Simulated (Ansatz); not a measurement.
Input file for C₂H₇Cl₂NOZr, SMILES `C[NH][Zr]([Cl])([Cl])[O]C`:

```yaml
crystal:
  periodic: [false, false, false]
  atoms:
    - {symbol: C, position_ang: [-0.414561, -1.867380, 1.178823]}
    - {symbol: N, position_ang: [-0.769130, -1.572860, -0.194247]}
    - {symbol: Zr, position_ang: [-0.467020, 0.028795, -1.357325]}
    - {symbol: Cl, position_ang: [0.810900, -0.624252, -3.246904]}
    - {symbol: Cl, position_ang: [-2.569613, 0.881496, -2.051606]}
    - {symbol: O, position_ang: [0.464650, 1.257716, -0.270250]}
    - {symbol: C, position_ang: [1.149011, 2.304670, 0.347400]}
    - {symbol: H, position_ang: [-1.299023, -2.054213, 1.798010]}
    - {symbol: H, position_ang: [0.117424, -1.018579, 1.612954]}
    - {symbol: H, position_ang: [0.242339, -2.741225, 1.252625]}
    - {symbol: H, position_ang: [-1.265848, -2.350992, -0.618020]}
    - {symbol: H, position_ang: [2.094533, 2.494821, -0.168076]}
    - {symbol: H, position_ang: [0.544463, 3.215714, 0.327924]}
    - {symbol: H, position_ang: [1.361876, 2.046279, 1.388674]}
basis:
  gaussian: {orbitals: def2-TZVPP}
correlation: {method: ccsd_t}
output: {orbitals: {seedname: orbitals}}
```

```sh
$ ansatz run in.yaml --threads 2 --pin off --events-out ev --progress --plain --max-ram 32768MiB --backend cuda --devices 0, --max-vram 18GiB
```

The program prints (abridged):

```
Functional definition: HF
2189 factors; integrals over basis functions are off by at most 9.7e-4 eV
mean field evaluation 1: about -31967.4723 eV, gradient 5.6e1 eV
mean field evaluation 2: about -31967.7665 eV, gradient 5.6e1 eV
mean field evaluation 4: about -31974.3359 eV, gradient 5.4e0 eV
mean field evaluation 8: about -31974.4409 eV, gradient 4.4e-1 eV
mean field evaluation 16: about -31974.4417 eV, gradient 1.6e-6 eV
mean field -31974.44171724 eV, -1175.0390600537 hartree, gradient 1.6e-6 eV, S^2 0.000000; 0 other end points of the search recorded, 0 dependent functions left out
14 core orbitals not correlated: weight in the atoms' cores, before any rotation towards them, 1.000 or more for the frozen orbitals, at most 0.000 for the correlated occupied ones
reference -31974.44171724 eV, -1175.0390600537 hartree; 26, 26 occupied and 322, 322 virtual orbitals, 2189 factors
second order -41.58304842 eV of doubles, -0.00000000 eV of singles
cycle   1  -41.70834157 eV  change   -1.3e-1 eV  update   1.8e-1
cycle   2  -42.66181572 eV  change   -9.5e-1 eV  update   7.4e-2
cycle   3  -43.00143882 eV  change   -3.4e-1 eV  update   3.5e-2
cycle   4  -42.99212564 eV  change    9.3e-3 eV  update   1.1e-2
cycle   5  -42.97923759 eV  change    1.3e-2 eV  update   4.9e-3
cycle   6  -42.98080620 eV  change   -1.6e-3 eV  update   1.8e-3
cycle   7  -42.98097454 eV  change   -1.7e-4 eV  update   7.4e-4
cycle   8  -42.98067955 eV  change    2.9e-4 eV  update   2.8e-4
cycle   9  -42.98081950 eV  change   -1.4e-4 eV  update   9.7e-5
cycle  10  -42.98090528 eV  change   -8.6e-5 eV  update   4.6e-5
cycle  11  -42.98083104 eV  change    7.4e-5 eV  update   1.7e-5
cycle  12  -42.98083892 eV  change   -7.9e-6 eV  update   1.1e-5
perturbative correction -1.89521315 eV, -0.0696477986 hartree
Total energy: -32019.31776931 eV, -1176.6882245491 hartree
```

Run time 17 s (2 threads of an AMD EPYC 7R13 on a shared host and a share of an NVIDIA H100 80 GB); peak host memory 1.1 GiB.

Correlation energy per correlated electron: -0.863 eV. T1 diagnostic: 0.0156.
